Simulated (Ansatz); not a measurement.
```xyz
2

Cu    0.0000    0.0000    0.0000
O     0.0000    0.0000    1.7246
```

Basis set: pcseg-2 (spherical functions). Charge 0, multiplicity 2.

Computed with Ansatz (development build ahead of 0.2.0); each method stands on the lowest determinant of its kind that the runs found. Restricted functionals stand beside restricted open-shell atoms, which can lie above the unrestricted atoms usual in DFT and then raise those values.

The atomization energy at this shape (free ground-state atoms in the same class of orbitals less the molecule, no zero-point energy) of doublet CuO:

| method | atomization energy |
| --- | --- |
| r²SCAN (unrestricted) | 3.18 eV |
| PBE (restricted open-shell) | 3.40 eV |
| PBE0 (unrestricted) | 2.67 eV |

(1) What does UHF give?

Results:

(1) 0.72 eV. Caution for UHF: the unrestricted determinant is a mixture of spin states.

The shape needn't be a minimum at these levels.
